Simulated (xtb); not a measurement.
trigermane (H₈Ge₃), singlet, geometry from GFN2-xTB; GFN2-xTB in xtb.

Input for xtb:
```
$ xtb mol.xyz --gfn 2 --ohess --json

# file mol.xyz
11

Ge     1.90001561     0.78760798     0.01267175
Ge     0.15905914    -0.82974910    -0.11782222
Ge    -2.05434673     0.01685078     0.10147719
H      3.27897541     0.21486417    -0.12015679
H      1.80378477     1.84519785    -1.04687745
H      1.90523439     1.54160056     1.30964904
H      0.39427060    -1.90879813     0.91539890
H      0.28126416    -1.60150252    -1.41267263
H     -2.46127627     0.90549142    -1.03640104
H     -2.24165164     0.85542957     1.33132862
H     -3.11189834    -1.04299234     0.17727632
```

Output, abridged:

```
   ID    Z sym.   atoms
    1   32 Ge     1-3
    2    1 H      4-11

           -------------------------------------------------
          |                Calculation Setup                |
           -------------------------------------------------

           -------------------------------------------------
          |                 G F N 2 - x T B                 |
           -------------------------------------------------

          ...................................................
          :                      SETUP                      :
          :.................................................:
          :  # basis functions                  38          :
          :  # atomic orbitals                  35          :
          :  # shells                           17          :
          :  # electrons                        20          :
          :  max. iterations                   250          :
          :  Hamiltonian                  GFN2-xTB          :
          :  restarted?                      false          :
          :  GBSA solvation                  false          :
          :  PC potential                    false          :
          :  electronic temp.          300.0000000     K    :
          :  accuracy                    1.0000000          :
          :  -> integral cutoff          0.2500000E+02      :
          :  -> integral neglect         0.1000000E-07      :
          :  -> SCF convergence          0.1000000E-05 Eh   :
          :  -> wf. convergence          0.1000000E-03 e    :
          :  Broyden damping             0.4000000          :
          :  net charge                          0          :
          :  unpaired electrons                  0          :
          ...................................................

 iter      E             dE          RMSdq      gap      omega  full diag
   1     -9.9014865 -0.990149E+01  0.611E+00    6.03       0.0  T
   2     -9.9082107 -0.672422E-02  0.386E+00    5.89       1.0  T
   3     -9.8803874  0.278233E-01  0.327E+00    5.84       1.0  T
   4     -9.9091917 -0.288044E-01  0.554E-01    5.88       1.0  T
   5     -9.9107783 -0.158661E-02  0.443E-01    5.85       1.0  T
   6     -9.9110487 -0.270405E-03  0.700E-02    5.83       1.0  T
   7     -9.9110520 -0.329728E-05  0.464E-02    5.83       1.0  T
   8     -9.9110540 -0.195841E-05  0.262E-02    5.83       1.1  T
   9     -9.9110551 -0.114866E-05  0.104E-03    5.83      29.0  T
  10     -9.9110551 -0.597778E-09  0.438E-04    5.83      68.9  T
  11     -9.9110551  0.750138E-10  0.358E-04    5.83      84.3  T

   *** convergence criteria satisfied after 11 iterations ***

         :::::::::::::::::::::::::::::::::::::::::::::::::::::
         ::                     SUMMARY                     ::
         :::::::::::::::::::::::::::::::::::::::::::::::::::::
         :: total energy              -9.854185570186 Eh    ::
         :: gradient norm              0.000309543837 Eh/a0 ::
         :: HOMO-LUMO gap              5.834463781960 eV    ::
         ::.................................................::
         :: SCC energy                -9.911044404927 Eh    ::
         :: -> isotropic ES           -0.005277580355 Eh    ::
         :: -> anisotropic ES          0.001508670973 Eh    ::
         :: -> anisotropic XC          0.003261817392 Eh    ::
         :: -> dispersion             -0.006686905356 Eh    ::
         :: repulsion energy           0.056858834741 Eh    ::
         :: add. restraining           0.000000000000 Eh    ::
         :: total charge               0.000000000000 e     ::
         :::::::::::::::::::::::::::::::::::::::::::::::::::::

      -----------------------------------------------------------
     |                   =====================                   |
     |                        A N C O P T                        |
     |                   =====================                   |
     |               Approximate Normal Coordinate               |
     |                Rational Function Optimizer                |
      -----------------------------------------------------------
      -----------------------------------------------------------
     |                   =====================                   |
     |                        A N C O P T                        |
     |                   =====================                   |
     |               Approximate Normal Coordinate               |
     |                Rational Function Optimizer                |
      -----------------------------------------------------------

          ...................................................
          :                      SETUP                      :
          :.................................................:
          :   optimization level            normal          :
          :   max. optcycles                   200          :
          :   ANC micro-cycles                  20          :
          :   degrees of freedom                27          :
          :.................................................:
          :   RF solver                   davidson          :
          :   write xtbopt.log                true          :
          :   linear?                        false          :
          :   energy convergence         0.5000000E-05 Eh   :
          :   grad. convergence          0.1000000E-02 Eh/α :
          :   maxmium RF displ.          1.0000000          :
          :   Hlow (freq-cutoff)         0.1000000E-01      :
          :   Hmax (freq-cutoff)         5.0000000          :
          :   S6 in model hess.         20.0000000          :
          ...................................................

generating ANC from exact Hessian ...
Using Lindh-Hessian (1995)
 Shifting diagonal of input Hessian by    1.0326825811818468E-002
 Lowest  eigenvalues of input Hessian
    0.000000    0.010000    0.010067    0.000000    0.000000    0.000000
[...]
 * total energy  :    -9.8541856 Eh     change       -0.1694964E-09 Eh
   *** GEOMETRY OPTIMIZATION CONVERGED AFTER 1 ITERATIONS ***
         :: total energy              -9.854185570359 Eh    ::
[...]
molecular quadrupole (traceless):
                xx          xy          yy          xz          yz          zz
 q only:       -0.436      -0.076      -0.073       0.041      -0.084       0.508
  q+dip:       -4.174      -0.970       0.570       0.250      -0.376       3.604
   full:       -2.409      -0.501       0.033       0.163      -0.300       2.376

           -------------------------------------------------
          |               Frequency Printout                |
           -------------------------------------------------
 projected vibrational frequencies (cm⁻¹)
eigval :       -0.00    -0.00     0.00     0.00     0.00     0.00
eigval :       30.57    36.17    56.68   229.79   252.24   285.73
eigval :      356.74   367.24   420.22   434.37   585.03   621.91
eigval :      782.00   801.34   861.17   867.04   867.68   869.46
eigval :      872.08  1856.47  1926.22  1928.53  1928.84  2015.07
eigval :     2020.60  2028.26  2031.18
 reduced masses (amu)
   1: 64.15   2: 67.66   3: 68.58   4: 68.42   5: 68.33   6: 64.13   7:  5.98   8:  1.35
   9: 65.65  10: 68.79  11:  3.77  12: 69.91  13:  3.12  14:  3.83  15:  8.22  16:  9.17
  17:  4.34  18:  2.40  19:  3.15  20:  3.38  21:  1.52  22:  1.62  23:  1.61  24:  1.59
  25:  2.17  26:  1.70  27:  2.07  28:  1.40  29:  1.41  30:  2.09  31:  2.10  32:  2.12
  33:  2.11
 IR intensities (km·mol⁻¹)
   1:  0.01   2:  0.00   3:  0.00   4:  0.00   5:  0.00   6:  0.01   7:  0.05   8:  0.00
   9:  1.31  10:  0.96  11: 33.02  12:  1.54  13:  0.01  14: 38.11  15: 21.53  16: 27.00
  17:******  18:  0.29  19:560.68  20:558.93  21:  1.55  22: 74.27  23:226.48  24:171.43
  25: 82.65  26:221.20  27:419.96  28:283.83  29:212.43  30: 10.26  31:396.77  32:******
  33:743.60
 Raman intensities (Ä⁴*amu⁻¹)
   1:  0.00   2:  0.00   3:  0.00   4:  0.00   5:  0.00   6:  0.00   7:  0.00   8:  0.00
   9:  0.00  10:  0.00  11:  0.00  12:  0.00  13:  0.00  14:  0.00  15:  0.00  16:  0.00
  17:  0.00  18:  0.00  19:  0.00  20:  0.00  21:  0.00  22:  0.00  23:  0.00  24:  0.00
  25:  0.00  26:  0.00  27:  0.00  28:  0.00  29:  0.00  30:  0.00  31:  0.00  32:  0.00
  33:  0.00
 output can be read by thermo (or use thermo option).
 writing <g98.out> molden fake output.
 recommended (thermochemical) frequency scaling factor: 1.0
           -------------------------------------------------
          |             Thermodynamic Functions             |
           -------------------------------------------------

c1  symmetry found (for desy threshold:  0.10E+00) used in thermo

          ...................................................
          :                      SETUP                      :
          :.................................................:
          :  # frequencies                          27      :
          :  # imaginary freq.                       0      :
          :  linear?                             false      :
          :  only rotor calc.                    false      :
          :  symmetry                               c1      :
          :  rotational number                       1      :
          :  scaling factor                  1.0000000      :
          :  rotor cutoff                   50.0000000 cm⁻¹ :
          :  imag. cutoff                  -20.0000000 cm⁻¹ :
          :.................................................:

    mode    ω/cm⁻¹     T·S(HO)/kcal·mol⁻¹    T·S(FR)/kcal·mol⁻¹   T·S(vib)
   ------------------------------------------------------------------------
       1     30.57    -1.72686 ( 12.26%)    -1.20195 ( 87.74%)    -1.26632
       2     36.17    -1.62748 ( 21.50%)    -1.15220 ( 78.50%)    -1.25436
       3     56.68    -1.36240 ( 62.29%)    -1.01921 ( 37.71%)    -1.23297
       4    229.79    -0.56069 ( 99.78%)    -0.60469 (  0.22%)    -0.56079
       5    252.24    -0.51128 ( 99.85%)    -0.57708 (  0.15%)    -0.51138
       6    285.73    -0.44696 ( 99.91%)    -0.54015 (  0.09%)    -0.44704
   ------------------------------------------------------------------------

   temp. (K)  partition function   enthalpy   heat capacity  entropy
                                   cal/mol     cal/K/mol   cal/K/mol   J/K/mol
 298.15  VIB  0.131E+04             3797.671     21.319     23.776
         ROT  0.519E+06              888.752      2.981     29.131
         INT  0.680E+09             4686.423     24.300     52.906
         TR   0.329E+28             1481.254      4.968     42.129
         TOT                        6167.6774    29.2683    95.0349   397.6262

       T/K    H(0)-H(T)+PV         H(T)/Eh          T*S/Eh         G(T)/Eh
   ------------------------------------------------------------------------
    298.15    0.982882E-02    0.675409E-01    0.451542E-01    0.223867E-01
   ------------------------------------------------------------------------

         :::::::::::::::::::::::::::::::::::::::::::::::::::::
         ::                  THERMODYNAMIC                  ::
         :::::::::::::::::::::::::::::::::::::::::::::::::::::
         :: total free energy          -9.831798876313 Eh   ::
         ::.................................................::
         :: total energy               -9.854185570356 Eh   ::
         :: zero point energy           0.057712037810 Eh   ::
         :: G(RRHO) w/o ZPVE           -0.035325343766 Eh   ::
         :: G(RRHO) contrib.            0.022386694044 Eh   ::
         :::::::::::::::::::::::::::::::::::::::::::::::::::::

optimized geometry written to: xtbopt.xyz

           -------------------------------------------------
          | TOTAL ENERGY               -9.854185570356 Eh   |
          | TOTAL ENTHALPY             -9.786644712981 Eh   |
          | TOTAL FREE ENERGY          -9.831798876313 Eh   |
          | GRADIENT NORM               0.000309578887 Eh/α |
          | HOMO-LUMO GAP               5.834463285057 eV   |
           -------------------------------------------------

normal termination of xtb
```
